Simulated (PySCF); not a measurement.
Telling isomers of C7H9ClO apart by NMR

[PySCF 2.14: shieldings: GIAO PBE0/pcSseg-1; GFN2-xTB geometry; relativity neglected; single conformer; gas phase; equivalent nuclei averaged]

Referencing at the same level of theory: 1H and 13C against TMS. Where no couplings were computed, multiplicities follow the n + 1 count of equivalent neighbours, and m marks all less simple cases (inequivalent or close neighbours, rings, F or P nearby). Shifts are as computed. Against solution values, carbons near 30 ppm lie about +3 ppm off and those near 130 ppm about +5 ppm; carbons on Cl a further +6 ppm (rms about the fit 2.1 ppm; single classes can miss by 10 ppm). Of 1328 compounds with measured shifts, 309 miss one by over three times the rms of a fit or turn the order of signals round; such compounds aren't used in these exercises. Signals without a measured value on file couldn't be tested in this way; 1H shifts scatter by 0.2 ppm about their fit, and single ones miss by 0.5 ppm. Carbons bonded to Cl come out too deshielded.

(1) Tabulate the signals of `CCCc1occc1Cl`, `C=C[C@@]1(C)C[C@@H]1C(=O)Cl` and their relative energies.

(2) What is the quickest way to tell CCCc1occc1Cl from C=C[C@@]1(C)C[C@@H]1C(=O)Cl?

## Answers

(1) 
```json
{"SMILES": "CCCc1occc1Cl", "carbon types": "2×C 2×CH 2×CH2 1×CH3", "δC": "157.3, 144.4, 127.0, 119.3, 30.9, 26.6, 14.6", "δH": "7.39 (m, 1H), 6.57 (m, 1H), 2.78 (t, 2H), 1.60 (m, 2H), 0.92 (t, 3H)", "E rel. (kcal/mol)": "0.0"}
{"SMILES": "C=C[C@@]1(C)C[C@@H]1C(=O)Cl", "carbon types": "2×C 2×CH 2×CH2 1×CH3", "δC": "182.7, 151.3, 121.5, 40.0, 39.6, 30.5, 14.3", "δH": "5.59 (m, 1H), 5.59 (m, 1H), 5.55 (m, 1H), 2.16 (m, 1H), 1.52 (m, 1H), 1.46 (s, 3H), 1.22 (m, 1H)", "E rel. (kcal/mol)": "10.6"}
```

Energies are electronic energies at PBE0/pcSseg-1 on these geometries, without zero-point or thermal terms, each for the one conformer computed, which needn't be the lowest.

(2) Both give the same number of carbon signals, with the same numbers of each carbon type, so the positions decide. The first has an aromatic carbon bearing chlorine (C) at 127.0 ppm, the second a terminal =CH2 carbon at 121.5 ppm. Their most deshielded carbons lie at 157.3 and 182.7 ppm. In the proton spectra the most deshielded non-exchanging signals are 7.39 (m, 1H) and 5.59 (m, 1H).
